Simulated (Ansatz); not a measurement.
One change: `N=C(S)[TeH]` becomes `N=C([SiH3])S`.

Ansatz, PBE0-D4/def2-TZVP geometries, multiplicity 1. Each molecule was computed in one conformer, which needn't be the lowest.

Elements past krypton have def2 core potentials.

```
                                        property  `N=C(S)[TeH]`
           HOMO–LUMO gap (B3LYP/def2-TZVPP) / eV           4.72
               LUMO energy (PBE/def2-TZVPP) / eV          -2.33
size of the dipole moment (B3LYP/def2-TZVPP) / D           1.78
            HOMO–LUMO gap (PBE0/def2-TZVPP) / eV           5.15
  zero-point energy (PBE0-D4/def2-TZVP) / kJ/mol           96.7
         HOMO–LUMO gap (ωB97M-V/def2-TZVPP) / eV           9.16
```

Give the same properties after the change, and the shifts. (Estimate.)

The calculation gave: 
```
                                        property  `N=C([SiH3])S`  shift
           HOMO–LUMO gap (B3LYP/def2-TZVPP) / eV            6.16   1.44
               LUMO energy (PBE/def2-TZVPP) / eV           -1.94   0.39
size of the dipole moment (B3LYP/def2-TZVPP) / D            1.53  -0.25
            HOMO–LUMO gap (PBE0/def2-TZVPP) / eV            6.60   1.45
  zero-point energy (PBE0-D4/def2-TZVP) / kJ/mol           144.9   48.2
         HOMO–LUMO gap (ωB97M-V/def2-TZVPP) / eV           10.93   1.77
```

With PBE0 the HOMO falls by 0.90 eV and the LUMO rises by 0.55 eV, so the gap widens by about 1.45 eV. PBE moves the HOMO by -0.65 eV and ωB97M-V by -0.97 eV. The zero-point energy changes by 48.2 kJ/mol with +6 modes. Dipoles are sizes alone; their direction can turn.

B3LYP here is the variant with VWN-RPA as its local correlation; programs differ in this.

Spin–orbit coupling is left out; it splits and shifts lone-pair levels of the heavy atoms by tenths of an eV.
